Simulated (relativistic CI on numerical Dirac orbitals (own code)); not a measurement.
Magnetism of Tc³⁺, 4d4, in a crystal field

Calculated by Dirac-Coulomb-Breit CI, orbitals from a KLI potential per configuration, a model potential for QED, one configuration in a parametric crystal field, unscaled Slater integrals (own radial code). With so little scaling, terms lie 10 to 35 % too far apart, which can change the order of excited levels.

Field parameters in Wybourne normalisation: D3d B²₀ = −7Dσ, B⁴₀ = −14Dq − 21Dτ, B⁴₃ = −14√(10/7) Dq; D4h B²₀ = −7Ds, B⁴₀ = 21(Dq − Dt), B⁴₄ = 21√(5/14) Dq; Oh B⁴₀ = 21Dq, B⁴₄ = √(5/14) B⁴₀; Td as Oh with Dq negative (B⁴₀ = 21Dq, B⁴₄ = √(5/14) B⁴₀). The field is a parameter set, without covalency.

S is read from ⟨S²⟩ = S(S + 1).

Powder χT (cm³ K mol⁻¹) by Van Vleck's formula, with temperature-independent terms:

| Field | 2 K | 5 K | 10 K | 20 K | 50 K | 100 K | 200 K | 300 K |
| --- | --- | --- | --- | --- | --- | --- | --- | --- |
| D3d, 10Dq = 23200, Dσ = -870, Dτ = -370 cm⁻¹ | 0.0143 | 0.0358 | 0.0717 | 0.143 | 0.358 | 0.693 | 1.14 | 1.35 |
| D3d, 10Dq = 34700, Dσ = -310, Dτ = -390 cm⁻¹ | 0.015 | 0.0374 | 0.0748 | 0.15 | 0.373 | 0.714 | 1.13 | 1.31 |
| D3d, 10Dq = 35550, Dσ = 920, Dτ = 480 cm⁻¹ | 0.028 | 0.0699 | 0.14 | 0.28 | 0.654 | 0.926 | 1.04 | 1.07 |
| D4h, 10Dq = 35050, Ds = 1330, Dt = 380 cm⁻¹ | 0.0137 | 0.0341 | 0.0683 | 0.137 | 0.341 | 0.665 | 1.11 | 1.33 |
| Oh, 10Dq = 32300 cm⁻¹ | 0.0102 | 0.0255 | 0.0511 | 0.102 | 0.255 | 0.51 | 0.983 | 1.31 |
| Oh, 10Dq = 40250 cm⁻¹ | 0.0106 | 0.0264 | 0.0528 | 0.106 | 0.264 | 0.528 | 1.01 | 1.33 |
| Td, 10Dq = -8400 cm⁻¹ | 0.0241 | 0.0602 | 0.12 | 0.241 | 0.597 | 1.05 | 1.45 | 1.65 |
| Td, 10Dq = -14600 cm⁻¹ | 0.0059 | 0.0148 | 0.0295 | 0.059 | 0.148 | 0.296 | 0.623 | 0.973 |

**Question.** For D4h, 10Dq = 35050, Ds = 1330, Dt = 380 cm⁻¹: what effective moment follows at 300 K?

**Answer.** μ_eff = √(8χT) = 3.26 μB. The ground level has S = 1.02; the spin-only moment for S = 1 is 2.83 μB. The difference comes from the orbital moment, spin-orbit mixing of terms and temperature-independent paramagnetism, all larger in this ionic model than in covalent complexes. The ground level is a non-magnetic singlet, so χT starts at zero and rises through temperature-independent paramagnetism and the filling of excited levels.
